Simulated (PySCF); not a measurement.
**Molybdenum: a sound run and one with changed settings**

Sound run: Mo²⁺ [Kr] 4d4, Mo³⁺ [Kr] 4d3. Calculation: PySCF 2.14, in def2-TZVP with the def2 core potential (28 electrons); a scalar-relativistic core potential. The sound run starts from symmetry-adapted Hartree-Fock orbitals and uses a fine grid where one is needed.

Changed run: 6 angular points. This setting is unsound on purpose.

```tsv
species	method	sound run (hartree)	changed run (hartree)	converged
Mo²⁺	UHF	-66.77970	-66.77970	yes
Mo²⁺	M06-L	-67.26823	-69.22916	yes
Mo²⁺	PBE	-67.24416	-68.57735	yes
Mo³⁺	UHF	-65.82035	-65.82035	yes
Mo³⁺	M06-L	-66.28348	-66.37992	yes
Mo³⁺	PBE	-66.24054	-66.05011	yes
```

Ionisation energy of Mo²⁺:

| method | sound run (eV) | changed run (eV) |
| --- | --- | --- |
| UHF | 26.105 | 26.105 |

A coarse angular grid integrates products of high-l functions wrongly, so density functionals can shift, and the SCF can exploit the error; Hartree-Fock and MP2 need no grid.

For comparison, NIST gives 27.13 ± 0.12 eV between the lowest levels.
